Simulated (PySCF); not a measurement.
A calculated (UHF, PySCF 2.14, dyall-av3z, scalar relativity by spin-free X2C-1e) atom or ion has these occupied shells.

```json
{"shell": "1s α", "electrons": "1", "orbital energy (eV)": "-54.425", "rms radius, mean of both spins (bohr)": "0.866"}
```

Task: Name the element and its charge.

Result: He+ (helium, charge +1), in 1s1, 2S determinant.
